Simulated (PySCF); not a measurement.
CoOI at several levels of theory

All levels use the PBE0 minimum (quintet; Co–I 2.465 Å, Co–O 1.611 Å; I–Co–O 180.0°), basis [Co def2-SVP, O def2-SVP, I def2-SVP with ECP28], scalar-relativistic core potentials, density fitting, no spin–orbit coupling, PySCF. For vertical energies the ionised species is a quartet (spins chosen at PBE0 and kept). Atomisation goes to high-spin ground-configuration atoms, without zero-point energy. Open shells are unrestricted, also as the reference of the correlated levels. A dash marks a value that was not computed or is not defined at that level.

```json
{"level": "PBE0", "atomisation (kJ/mol)": "657", "vertical IP (eV)": "9.89", "−ε(HOMO) (eV)": "7.69", "dipole (D)": "0.25"}
{"level": "HF", "atomisation (kJ/mol)": "?", "vertical IP (eV)": "?", "−ε(HOMO) (eV)": "?", "dipole (D)": "?"}
{"level": "MP2", "atomisation (kJ/mol)": "–", "vertical IP (eV)": "?", "−ε(HOMO) (eV)": "–", "dipole (D)": "–"}
{"level": "PBE", "atomisation (kJ/mol)": "829", "vertical IP (eV)": "9.61", "−ε(HOMO) (eV)": "6.40", "dipole (D)": "0.08"}
```

Problem. Fill in the row of HF.

Solution. atomisation (kJ/mol) 99, vertical IP (eV) 8.80, −ε(HOMO) (eV) 9.94, dipole (D) 0.80.

Problem. Fill in the row of MP2.

Solution. vertical IP (eV) 10.03.

Spin contamination in at least one species weakens the values at: PBE0, HF, MP2, PBE.

Other spin states or occupations of the open shell can lie lower. Spin–orbit coupling, left out here, can matter for elements this heavy.
